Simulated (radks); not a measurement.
The numbers below are computed, except where a source is named.
Problem. The molybdenum ion Mo+, [Kr] 4d5. Code: a radial shooting solver on a logarithmic mesh with Libxc functionals. Model: non-relativistic Kohn-Sham, exchange-only B88, spin-polarised, spherical densities, point nucleus. Every spin shell is full or empty, so the densities are truly spherical. Functionals are evaluated on that one density, not self-consistently. Rank these orbital-free kinetic functionals by their error against the exact value of the orbitals, and give that value: Thomas-Fermi, von Weizsacker, LC94, APBEK, Perdew 92, Thakkar, Pearson, Ernzerhof.

Solution. Exact: 3975.36 hartree. From best to worst, with 100 (|E| - |E exact|)/|E exact| (equal figures are ties): LC94 +0.07, APBEK +0.14, Ernzerhof -0.37, Thakkar -0.50, Perdew 92 -0.67, Pearson -0.97, Thomas-Fermi -5.58, von Weizsacker -55.96.
